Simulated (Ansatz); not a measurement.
The cluster Nb₃S₄⁺. Charge 1, multiplicity 1. Geometry B3LYP-D4/def2-SVP.

```xyz
7

Nb    1.230    0.511   -0.514
Nb    0.213   -0.272    1.433
Nb   -1.567   -0.067   -0.902
S     0.027   -0.497   -2.452
S    -0.778    1.805    0.345
S    -1.635   -1.742    0.611
S     2.509    0.261    1.479
```

In the def2 sets Nb takes a core potential, while STO-3G treats all electrons; there is no spin–orbit coupling. The restricted singlet is unstable towards broken spin symmetry in Hartree–Fock (as tested in another run); at HF/STO-3G this wasn't settled. The restricted singlet is unstable towards broken spin symmetry at other levels; at PBE-D4/def2-TZVP, r2SCANh-D4/def2-TZVP, PBE0-D4/def2-SVP, PBE0-D4/def2-TZVP this wasn't settled. No other spin state of charge 1 was run. The geometry of the singlet was relaxed on an unsound state (restricted singlet, unstable towards broken spin symmetry at other levels and untested here). Another isomer (singlet) lies 0.29 eV lower at PBE0-D4/def2-TZVP; other spin states weren't run for this one.

(1) Estimate the orbital energies around the gap (eV) in Ansatz with HF/STO-3G, PBE-D4/def2-TZVP, r2SCANh-D4/def2-TZVP, PBE0-D4/def2-SVP, PBE0-D4/def2-TZVP.

## Answers

(1) 
```
orbital  HF/STO-3G  PBE-D4/def2-TZVP  r2SCANh-D4/def2-TZVP  PBE0-D4/def2-SVP  PBE0-D4/def2-TZVP
HOMO−13     -14.22            -13.14                -13.90            -14.69             -14.41
HOMO−12     -14.09            -13.11                -13.87            -14.62             -14.37
HOMO−11     -13.41            -12.71                -13.44            -14.15             -13.93
HOMO−10     -13.13            -12.55                -13.28            -14.02             -13.76
 HOMO−9     -12.99            -12.50                -13.27            -13.96             -13.73
 HOMO−8     -12.85            -12.37                -13.10            -13.82             -13.57
 HOMO−7     -12.63            -11.96                -12.67            -13.37             -13.11
 HOMO−6     -11.69            -11.44                -12.09            -12.76             -12.53
 HOMO−5     -11.63            -11.29                -11.93            -12.60             -12.37
 HOMO−4     -11.57            -11.25                -11.91            -12.57             -12.35
 HOMO−3     -10.82            -10.88                -11.47            -12.07             -11.86
 HOMO−2     -10.60            -10.15                -10.74            -11.42             -11.21
 HOMO−1      -9.49             -9.81                -10.37            -11.01             -10.78
   HOMO      -8.68             -9.03                 -9.49            -10.08              -9.90
   LUMO      -0.96             -8.81                 -8.48             -8.32              -8.11
 LUMO+1      -0.91             -8.12                 -7.73             -7.53              -7.37
 LUMO+2       0.35             -7.65                 -7.36             -7.25              -7.08
 LUMO+3       0.39             -7.48                 -7.10             -6.90              -6.74
 LUMO+4       0.57             -7.38                 -6.92             -6.70              -6.56
 LUMO+5       0.85             -7.15                 -6.82             -6.57              -6.45
```
